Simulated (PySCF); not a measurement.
C7H8Cl2Si.
Geometry (GFN2-xTB, Å), atoms numbered from 1 in this order:
```
atom  x, y, z in Å
C1     3.012    1.052   -0.587
C2     1.855    0.572   -0.160
C3     0.861    0.935    0.854
C4     0.049   -0.118    0.554
Si5   -1.603   -0.728    1.165
C6    -2.929    0.383    0.302
Cl7   -2.685    2.075    0.785
Cl8   -2.762    0.239   -1.462
C9     0.980   -0.587   -0.506
C10    1.004   -1.581   -1.373
H11    3.448    1.938   -0.156
H12    3.558    0.575   -1.382
H13    0.803    1.741    1.561
H14   -1.781   -0.527    2.603
H15   -1.880   -2.098    0.739
H16   -3.964    0.140    0.539
H17    1.819   -1.702   -2.066
H18    0.207   -2.303   -1.420
```

NICS is the negative of the GIAO shielding at a point without a nucleus: at the ring centre (0) and 1 Å above and below it (1); zz is the component along the ring normal. Level: GIAO PBE0/pcSseg-1 (PySCF, non-relativistic, gas phase) on the GFN2-xTB geometry, one conformer.

Ring bond lengths (Å), with Mayer bond orders in brackets: C2–C3 1.466 (1.02), C3–C4 1.363 (1.60), C4–C9 1.487 (0.99), C9–C2 1.493 (0.96).

Problem. What do the NICS probes read (ppm)?

Solution. 
| ring | type | NICS(0) | NICS(1), two faces | NICS(1)zz, two faces | rms pucker (Å) | centre to ring atoms, mean (Å) |
| --- | --- | --- | --- | --- | --- | --- |
| C2–C3–C4–C9 | 4-membered carbocycle; formal bonds 1 double, 3 single | 7.6 | -2.3 / -2.3 | 3.8 / 3.0 | 0.00 | 1.03 |

Problem. What do they say, and how far can they be read as aromaticity?

Solution. 
- C2–C3–C4–C9: mean NICS(1)zz 3.4 ppm, deshielded. NICS(0) lies 10 ppm above the mean NICS(1).

Problem. What does the geometric index give? HOMA = 1 − mean of α(R − Ropt)² over the ring bonds, with Krygowski's 1993 parameters (CC: Ropt 1.388 Å, α 257.7 Å⁻²).

Solution. 
- C2–C3–C4–C9: HOMA -0.77 = 1 − EN − GEO, with mean bond length 1.452 Å, EN = α(Ropt − mean)² = 1.057 and GEO = α × variance = 0.712.

Problem. At the first NICS(1) probe listed for ring C2–C3–C4–C9, 1 Å off the ring, how large is the induced field along the normal in 11.7 T applied along it?

Solution. NICSzz × B0 = 3.8 ppm × 11.7 T = 44 μT, along the applied field.

Problem. How shielded are the nuclei of the rings and their hydrogens (means over atoms taken as equivalent)?

Solution. 
```tsv
atoms	environment	σ isotropic (ppm)	principal values of the symmetric part, first atom (ppm)
C2	fully substituted alkene carbon	29.6	-73.6, 36.5, 125.9
C3	alkene CH carbon	14.5	-101.4, 2.2, 142.7
C4	fully substituted alkene carbon	29.9	-73.0, 6.2, 156.5
C9	fully substituted alkene carbon	27.8	-75.2, 28.2, 130.5
H13	vinylic hydrogen	23.71	19.6, 23.7, 27.8
```
